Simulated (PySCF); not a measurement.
The vertical singlet excitations below were computed for one of the candidates. Method: TDDFT wB97X-D/def2-SVPD, vertical, gas phase, core orbitals frozen in the response (PySCF). Geometries: PBE0-D3(BJ)/def2-SVP, one conformer each.

| state | ν̃ (cm⁻¹) | f | main configurations (H = HOMO, L = LUMO) |
| --- | --- | --- | --- |
| S1 | 94540 | 0.0000 | H→L (95%) |
| S2 | 95890 | 0.034 | H→L+1/L+2 (≥73%), H→L+5 (19%) |
| S3 | 95910 | 0.034 | H→L+1/L+2 (≥73%), H→L+4 (19%) |
| S4 | 102250 | 0.0000 | H-1→L (80%), H-2→L+3 (12%) |
| S5 | 102850 | 0.215 | H→L+3 (90%) |
| S6 | 103290 | 0.0000 | H-2→L (71%), H-1→L+3 (18%) |
| S7 | 105260 | 0.025 | H-1→L+1/L+2 (≥48%), H-1→L+4 (15%) |
| S8 | 105260 | 0.025 | H-1→L+1/L+2 (≥48%), H-1→L+5 (15%) |
| S9 | 105300 | 0.0000 | H-3→L (72%) |
| S10 | 105300 | 0.0001 | H-4→L (72%) |

Triplets computed (Tamm–Dancoff): 11.02, 11.03, 11.60, 12.49 eV.

Orbital energies (eV): HOMO-3 -15.12, HOMO-2 -14.96, HOMO-1 -14.75, HOMO -13.55, LUMO 2.33, LUMO+1 3.20, LUMO+2 3.21.

Question: Which candidate is it?
A. `CN1C=CC(F)=N1`
B. `CN1C=C(F)C=N1`
C. `FC(F)(F)C(F)(F)F`
D. `Cc1cnc(F)[nH]1`

Answer: C. Its S1, at 11.72 eV, is the highest among the candidates; the nearest of the others has S1 at 6.53 eV. S1 is HOMO→LUMO (95%). Löwdin shares by element: HOMO carbon 30%, fluorine 23% or more (atoms not listed hold the other 47%); LUMO carbon 43%, fluorine 19% or more (atoms not listed hold the other 38%). At the same level the other candidates give, for their lowest levels:
- `Cn1cc(F)cn1`: 6.40 eV (f 0.137); 6.94 eV (f 0.006); 6.97 eV (f 0.095); 7.12 eV (f 0.040); 7.46 eV (f 0.000); HOMO -8.89, LUMO 1.89 eV
- `Cn1ccc(F)n1`: 6.53 eV (f 0.139); 7.07 eV (f 0.097); 7.23 eV (f 0.021); 7.39 eV (f 0.001); 7.49 eV (f 0.027); HOMO -8.99, LUMO 1.95 eV
- `Cc1cnc(F)[nH]1`: 6.25 eV (f 0.000); 6.62 eV (f 0.224); 7.16 eV (f 0.002); 7.27 eV (f 0.042); 7.32 eV (f 0.007); HOMO -8.31, LUMO 2.01 eV

Orbitals of the list HOMO-3 to LUMO+2 that lie within 0.01 eV of each other are written together with a slash and their weights summed (≥ marks a lower bound); for degenerate orbitals outside that list single weights are arbitrary.

Conformer computed: `[F:1][C:2]([F:3])([F:4])[C:5]([F:6])([F:7])[F:8]`: F1–C2–C5–F6 -60°.
